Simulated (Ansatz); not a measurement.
Consider the cleavage of the B–Si bond: `NB(O)[SiH](F)F` + H₂Te → `NB(O)[TeH]` + `F[SiH2]F`.

Isolated molecules relaxed with PBE0-D4/def2-TZVP in Ansatz; ΔE leaves out vibrations. CCSD(T)/CBS is the MP2 limit (def2-TZVPP, def2-QZVPP) plus CCSD(T) − MP2 in def2-TZVPP, frozen cores. This one scheme is used for every species. DFT in def2-TZVPP. Elements past krypton have def2 core potentials. For Te outer-core shells are correlated without core-valence functions, which leaves a few kJ/mol of doubt a bond. Each species was taken in one conformer, which may not be the lowest.

| level | ΔE (kJ/mol) |
| --- | --- |
| PBE-D4 | -50.6 |
| PBE0-D4 | -56.1 |
| BLYP | -49.7 |
| RPA@PBE/def2-TZVPP | -59.2 |
| HF/def2-TZVPP | -65.8 |
| SCS-MP2/def2-TZVPP | -70.7 |
| HF/def2-QZVPP | -66.3 |
| MP2/def2-QZVPP | -78.3 |

Question: What does CCSD(T)/CBS give? (Estimate.)

Answer: Computed: -66.7 kJ/mol. The listed levels differ from it by 16.1, 10.6, 17.0, 7.5, 0.9, -4.0, 0.4, -11.6 kJ/mol.

Question: What do rigid-rotor, harmonic-oscillator terms from PBE0-D4/def2-TZVP frequencies (298.15 K, 1 bar) make of the CCSD(T)/CBS value? (Estimate.)

Answer: Ansatz gave: ΔZPE = +5.8 kJ/mol, ΔH = -63.2 kJ/mol, ΔS = -2 J/(mol·K), ΔG = -62.5 kJ/mol. Modes under 50 cm⁻¹ make the entropy rough.

Largest T1 diagnostic among the species: 0.013.

From BLYP to BHLYP (50 % exact exchange), in def2-TZVPP and without D4, ΔE moves by −9.8 kJ/mol. At CCSD(T), def2-SVP lies +9.9 kJ/mol from the extrapolated value and def2-TZVPP +4.4 kJ/mol.

CCSD(T)/CBS has its own doubt, a few kJ/mol and more with outer-core shells, so smaller differences from it don't rank the levels.
